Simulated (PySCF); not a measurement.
PySCF job for Ga(H)(F)(NH2) (FGaH3N), SMILES [NH2][GaH][F], ωB97X-D3(BJ)/def2-TZVP. Geometry: ωB97X-D3(BJ)/def2-TZVP. Other conformers were not sampled.

```python
import numpy as np
from pyscf import gto, scf, dft, df
from pyscf.hessian import thermo

mol = gto.M(
    atom='''
    Ga   -0.33647071   -0.04520785    0.00000000
    H    -1.85735333   -0.29571454   -0.00000000
    F     0.74710482   -1.43730231   -0.00000000
    N     0.55506664    1.51940903   -0.00000000
    H     1.55983716    1.57201814    0.00000000
    H     0.11869829    2.42499730   -0.00000000
    ''',
    basis='def2-TZVP',
    charge=0,
    spin=0,
    max_memory=1600,
    verbose=3,
)
mf = dft.RKS(mol, xc='wb97x-d3bj').density_fit(auxbasis='def2-universal-jkfit')
mf.grids.level = 3
mf.conv_tol = 1e-11
mf.max_cycle = 100
mf.kernel()

# [left out here: the lines that compute and print the analytic Hessian (its translational invariance restored by hand, since the grid's response is missing), thermochemistry and intensities]
```

It prints:

```
converged SCF energy = -2081.37110143052

WARN: DFTD3 does not support analytical Hessian, using finite difference


WARN: Mole.unit (angstrom) is changed to Bohr

Mode                                 0                   1                   2
Irrep
Freq [cm^-1]                      185.4872            237.3366            389.3640
Reduced mass [au]                   4.7357              1.2688              1.1009
Force const [Dyne/A]                0.0960              0.0421              0.0983
Char temp [K]                     266.8747            341.4745            560.2080
Normal mode                   x     y     z       x     y     z       x     y     z
       0  Ga                 0.05  0.00 -0.00    0.00  0.00  0.01    0.00 -0.00  0.02
       1   H                 0.04  0.05  0.00    0.00  0.00 -0.16    0.00  0.00 -0.30
       2   F                -0.10 -0.10  0.00   -0.00 -0.00 -0.00   -0.00  0.00 -0.05
       3   N                -0.10  0.09  0.00   -0.00  0.00 -0.12   -0.00 -0.00 -0.03
       4   H                -0.11  0.28 -0.00   -0.00  0.00  0.57   -0.00  0.00  0.59
       5   H                -0.27  0.01 -0.00   -0.00 -0.00  0.65   -0.00 -0.00 -0.69
Mode                                 3                   4                   5
Irrep
Freq [cm^-1]                      522.3823            581.4391            674.5406
Reduced mass [au]                   1.0632              1.1245             10.3393
Force const [Dyne/A]                0.1709              0.2240              2.7718
Char temp [K]                     751.5918            836.5614            970.5138
Normal mode                   x     y     z       x     y     z       x     y     z
       0  Ga                -0.00  0.00 -0.03   -0.00 -0.03 -0.00    0.04 -0.03 -0.00
       1   H                 0.00 -0.00  0.86   -0.15  0.86  0.00    0.06 -0.21  0.00
       2   F                 0.00 -0.00  0.02    0.00  0.05  0.00   -0.13  0.15  0.00
       3   N                 0.00  0.00  0.01    0.02 -0.01  0.00   -0.02 -0.04  0.00
       4   H                 0.00 -0.00  0.43    0.01  0.25  0.00   -0.02 -0.06 -0.00
       5   H                 0.00  0.00 -0.10   -0.20 -0.12  0.00   -0.00 -0.04  0.00
Mode                                 6                   7                   8
Irrep
Freq [cm^-1]                      736.3622            759.2945           1569.4963
Reduced mass [au]                   4.1133              1.3357              1.1140
Force const [Dyne/A]                1.3141              0.4537              1.6168
Char temp [K]                    1059.4612           1092.4557           2258.1557
Normal mode                   x     y     z       x     y     z       x     y     z
       0  Ga                 0.01  0.05 -0.00    0.02  0.01 -0.00   -0.00 -0.00  0.00
       1   H                 0.03 -0.00  0.00   -0.05  0.37  0.00   -0.02  0.00 -0.00
       2   F                 0.02 -0.02  0.00    0.00 -0.01  0.00   -0.00  0.00 -0.00
       3   N                -0.07 -0.20  0.00   -0.13 -0.01  0.00    0.04  0.07 -0.00
       4   H                -0.09  0.01 -0.00   -0.09 -0.61  0.00    0.06 -0.66  0.00
       5   H                -0.30 -0.31 -0.00    0.41  0.24 -0.00   -0.61 -0.26  0.00
Mode                                 9                  10                  11
Irrep
Freq [cm^-1]                     2094.1679           3632.7458           3735.2310
Reduced mass [au]                   1.0211              1.0483              1.0981
Force const [Dyne/A]                2.6384              8.1511              9.0263
Char temp [K]                    3013.0414           5226.7124           5374.1657
Normal mode                   x     y     z       x     y     z       x     y     z
       0  Ga                 0.01  0.00  0.00   -0.00 -0.00  0.00   -0.00  0.00 -0.00
       1   H                -0.97 -0.17 -0.00   -0.00  0.00 -0.00    0.00  0.00 -0.00
       2   F                 0.00 -0.00 -0.00    0.00 -0.00  0.00    0.00 -0.00  0.00
       3   N                 0.00 -0.00 -0.00    0.03  0.04 -0.00   -0.07  0.04 -0.00
       4   H                 0.00  0.02 -0.00   -0.72 -0.02  0.00    0.64  0.04  0.00
       5   H                 0.01  0.00  0.00    0.30 -0.58  0.00    0.30 -0.64  0.00
temperature 298.1500 [K]
pressure 101325.00 [Pa]
Rotational constants [GHz] 17.81201 6.29275 4.64998
Symmetry number 1
Zero-point energy (ZPE) 0.03444 [Eh]   90424.807 [J/mol]
                           tot       elec      trans        rot        vib
Entropy [J/mol/K]       296.492      0.000    166.878    100.154     29.461
Cv [J/mol/K]             66.093      0.000     12.472     12.472     41.150
Cp [J/mol/K]             74.408      0.000     20.786     12.472     41.150
Internal energy [J/mol]                      3718.434   3718.434  95948.795
Internal energy [Eh]   -2081.33172  -2081.37110
Enthalpy [J/mol]                             6197.391   3718.434  95948.795
Enthalpy [Eh]          -2081.33078
Gibbs free energy [J/mol]                  -43557.172 -26142.478  87165.127
Gibbs free energy [Eh] -2081.36445
mode   freq/cm-1   IR/(km/mol)
   1      185.49        12.908
   2      237.34       221.046
   3      389.36        12.976
   4      522.38        19.461
   5      581.44        93.559
   6      674.54        52.381
   7      736.36        76.010
   8      759.29        68.213
   9     1569.50        35.154
  10     2094.17        95.909
  11     3632.75        24.833
  12     3735.23        35.102
max |gradient| / (hartree/bohr): 0.00012357036483154435
APT charges: [ 1.428  -0.2676 -0.6942 -0.8243  0.1818  0.1764]
```

Self-consistency was reached.
